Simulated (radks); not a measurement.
Spin polarisation of the 2p4 shell in neutral oxygen. Start: [He] 2s2 2p(up 2, down 2); electrons of 2p are moved from spin down to spin up, other shells keep equal spins. Method: scalar-relativistic Kohn-Sham, PBE, spin-polarised, spherical densities, finite nucleus; Fermi nuclear charge, rms radius of each element as measured or else 0.836 A^(1/3) + 0.57 fm; computed with a radial shooting solver on a logarithmic mesh with Libxc functionals.

moment (Bohr magnetons)	E - E(0) (eV)	e(2p up) (eV)	e(2p down) (eV)	2s down minus up (eV)
0	0.000	-9.031	-9.031	0.000
0.5	-0.095	-9.390	-8.632	0.806
1	-0.379	-9.709	-8.192	1.614
1.5	-0.853	-9.988	-7.711	2.428
2	-1.517	-10.224	-7.186	3.248

At moment 2 the spin-polarisation energy is -1.517 eV and the 2p exchange splitting 3.038 eV, that is 1.519 eV per Bohr magneton; E = -I m^2/4 would give I = 1.517 eV.
